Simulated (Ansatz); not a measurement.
C5H10, SMILES `CC1(C)CC1` (charge 0, multiplicity 1).

Calculation: LDA/cc-pVTZ // PBE0-D3(BJ)/def2-TZVP (Ansatz, a first-principles code).

Ansatz 0.2 input:
```yaml
crystal:
  periodic: [false, false, false]
  atoms:
    - { symbol: C, position_ang: [1.544881, -0.025718, -0.11054] }
    - { symbol: C, position_ang: [0.047714, 0.059175, 0.019883] }
    - { symbol: C, position_ang: [-0.462986, 1.367497, 0.56137] }
    - { symbol: C, position_ang: [-0.785029, -0.645501, -1.007443] }
    - { symbol: C, position_ang: [-0.694002, -1.188809, 0.391126] }
    - { symbol: H, position_ang: [2.031257, 0.10969, 0.860439] }
    - { symbol: H, position_ang: [1.9242, 0.748678, -0.784427] }
    - { symbol: H, position_ang: [1.854097, -0.995455, -0.507383] }
    - { symbol: H, position_ang: [-0.061321, 1.561685, 1.560696] }
    - { symbol: H, position_ang: [-0.168379, 2.200672, -0.084171] }
    - { symbol: H, position_ang: [-1.553116, 1.368734, 0.632803] }
    - { symbol: H, position_ang: [-0.274057, -1.185849, -1.795629] }
    - { symbol: H, position_ang: [-1.717045, -0.184592, -1.312749] }
    - { symbol: H, position_ang: [-0.121614, -2.095733, 0.546573] }
    - { symbol: H, position_ang: [-1.564602, -1.094475, 1.029453] }
basis:
  gaussian: { orbitals: cc-pVTZ }
hamiltonian:
  xc: lda
```

Output:

```
Functional definition: SPW92
1420 factors; their error is unknown
mean field evaluation 1: about -5278.2905 eV, gradient 9.3e1 eV
mean field evaluation 2: about -5235.7269 eV, gradient 1.5e2 eV
mean field evaluation 4: about -5298.3643 eV, gradient 1.4e1 eV
mean field evaluation 8: about -5298.7673 eV, gradient 2.0e-1 eV
mean field evaluation 16: about -5298.7351 eV, gradient 8.7e-5 eV
mean field -5298.73513021 eV, -194.7249244236 hartree, gradient 6.2e-6 eV, S^2 0.000000; 0 other end points of the search recorded, 0 dependent functions left out
reference -5298.73517028 eV, -194.7249258962 hartree; 20, 20 occupied and 270, 270 virtual orbitals, 1420 factors
Total energy: -5298.73517028 eV, -194.7249258962 hartree
```
